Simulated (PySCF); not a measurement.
Compound: C₃H₆N₂OSi₂.
Cartesian coordinates in Å at the GFN2-xTB level; atoms count from 1:
```
atom  x, y, z in Å
C1    -1.5063    1.4114   -0.3689
Si2   -1.0758   -0.1740    0.5676
C3    -2.0722   -1.5909   -0.1504
N4    -2.6778   -2.4548   -0.5957
O5     0.4764   -0.5913    0.3220
Si6    1.9858   -0.9159   -0.1590
C7     2.9137    0.7098   -0.0847
N8     3.4854    1.7012   -0.0408
H9    -1.4143    1.2829   -1.4455
H10   -0.8445    2.2233   -0.0774
H11   -2.5259    1.7243   -0.1620
H12   -1.2630   -0.1469    2.0150
H13    2.5591   -1.8238    0.8269
H14    1.9587   -1.3558   -1.5493
```

Four sets of settings were typed for PySCF runs (density fitting) on one GFN2-xTB geometry. Runs with no stated cap are allowed at least 80 cycles.

Problem. One run ended without self-consistency. Which?
A. PBE0/6-31G
B. PBE0/3-21G, DIIS off, at most 53 cycles
C. PBE0/def2-SVPD, IEF-PCM water, level shift 0.1 Eh
D. wB97X-D/6-31G, fitting basis def2-universal-jkfit, level shift 0.3 Eh

Solution. B. The energy swings between two values 44 Eh apart, cycle after cycle, with a gradient of 8.1e+00 at cycle 53; DIIS was off. Go back to DIIS. Its energy and orbitals aren't self-consistent and shouldn't be used.

The end of its output:
```
cycle  48  E = -443.5227661526  dE =  4.427e+01  |g| = 7.487e+00  |ddm| = 1.644e+02
cycle  49  E = -487.7891857709  dE = -4.427e+01  |g| = 8.118e+00  |ddm| = 1.644e+02
cycle  50  E = -443.5227661526  dE =  4.427e+01  |g| = 7.487e+00  |ddm| = 1.644e+02
cycle  51  E = -487.7891857709  dE = -4.427e+01  |g| = 8.118e+00  |ddm| = 1.644e+02
cycle  52  E = -443.5227661526  dE =  4.427e+01  |g| = 7.487e+00  |ddm| = 1.644e+02
cycle  53  E = -487.7891857709  dE = -4.427e+01  |g| = 8.118e+00  |ddm| = 1.644e+02
SCF not converged, last energy = -487.7891857709
```

The others met their thresholds:

```csv
settings,basis functions,SCF cycles,E (Eh),HOMO (eV),LUMO (eV),dipole (D)
"wB97X-D/6-31G, fitting basis def2-universal-jkfit, level shift 0.3 Eh",92,13,-881.3692,-10.92,0.81,0.68
"PBE0/def2-SVPD, IEF-PCM water, level shift 0.1 Eh",219,11,-880.7366,-8.94,-1.16,1.03
PBE0/6-31G,92,14,-880.8904,-9.06,-1.01,0.69
```

wB97X-D ran without the empirical dispersion term, which would shift the total energy alone. Cycle counts include a coarse-grid stage where the run had one.
